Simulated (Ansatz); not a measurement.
An input meant for AsAsAsAs tetrahedron (As4) (charge 0, singlet).

```yaml
crystal:
  periodic: [false, false, false]
  atoms:
    - {symbol: As, position_ang: [1.412639, 0.036887, 0.527116]}
    - {symbol: As, position_ang: [-0.960784, 0.336613, 1.112803]}
    - {symbol: As, position_ang: [-0.147611, 1.006686, -1.113342]}
    - {symbol: As, position_ang: [-0.304235, -1.380176, -0.526567]}
basis:
  gaussian: {orbitals: def2-mTZVPP}
hamiltonian: {xc: {name: PBE-QIDH}}
smearing: {width: 0.1}
```

```sh
$ ansatz run in.yaml --threads 4 --pin off --events-out ev --progress --plain --max-ram 3916MiB
```

(1) Predict how Ansatz answers.

Answers

(1) The program refused the input. The input holds a key that doesn't belong there.
```
Error: YAML parse error: error: line 11 column 1: unknown field `smearing`, expected one of crystal, accuracy, basis, kpoints, hamiltonian, magnetization, projection, total_charge, correlation, batch, efield, external_charges, scf, relax, neb, saddle, md, ramp, phonons, dielectric, real_time, elastic, magnetic_configurations, gw, evaluate, workflow, output, checkpoint, execution
 9 |   gaussian: {orbitals: def2-mTZVPP}
10 | hamiltonian: {xc: {name: PBE-QIDH}}
11 | smearing: {width: 0.1}
```
